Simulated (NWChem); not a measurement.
System: CH$_{4}$AlClO; SMILES [CH3][Al]([OH])[Cl]

Input file for NWChem:

```
start job
memory heap 200 mb stack 900 mb global 1100 mb
geometry units angstroms noautoz
  Al    -0.049403    -0.424861     0.050241
  Cl     0.003617     1.656108     0.495930
  C      1.573859    -1.495576     0.008371
  H      1.347387    -2.539274    -0.233911
  H      2.088528    -1.471969     0.976165
  H      2.279269    -1.115220    -0.739855
  O     -1.570149    -1.133336    -0.272400
  H     -2.383191    -0.612776    -0.255031
end
basis spherical
  * library pcseg-1
end
dft
  xc hfexch
  iterations 150
  mulliken
end
task dft energy
```

Coordinates come from a B3LYP/6-31G* (spherical d) optimisation.

Task: Give the results of this calculation. (Hartree-Fock/pcseg-1.) Quantities: basis functions; energy (Ha); highest occupied level (eV); orbital gap (eV); dipole (D).

Result: number of basis functions: 84
energy (Ha): -816.54
highest occupied level (eV): -12.02
orbital gap (eV): 14.17
dipole (D): 0.84
